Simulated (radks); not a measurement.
Initial-state core-level shifts of the xenon ion Xe2+ when its valence configuration changes from [Kr] 4d10 5s2 5p4. Calculated with a radial shooting solver on a logarithmic mesh with Libxc functionals: Dirac Kohn-Sham, BLYP, spin-unpolarised, spherical densities, finite nucleus; open shells fill j = l - 1/2 first; Fermi nuclear charge, rms radius 4.7859 fm. Shifts are changes of the shell-averaged eigenvalues in eV (positive: less bound); the change of the density at the nucleus, which sets a Mossbauer isomer shift, is in e/bohr^3, on a base of 2.717e+05.

4d10 5s1 5p5: 2s -1.488; 3d -1.503; 4s -1.462; 4p -1.448; density at nucleus -94.13
4d9.5 5s2 5p4.5: 2s -5.460; 3d -5.220; 4s -4.243; 4p -4.065; density at nucleus +15.71
4d9 5s2 5p5: 2s -10.986; 3d -10.488; 4s -8.476; 4p -8.118; density at nucleus +31.69
4d8 5s2 5p6: 2s -22.242; 3d -21.169; 4s -16.917; 4p -16.190; density at nucleus +64.44
4d10 5p6: 2s -2.940; 3d -2.973; 4s -2.892; 4p -2.863; density at nucleus -191.47
4d9 5s1 5p6: 2s -12.419; 3d -11.936; 4s -9.875; 4p -9.502; density at nucleus -70.29
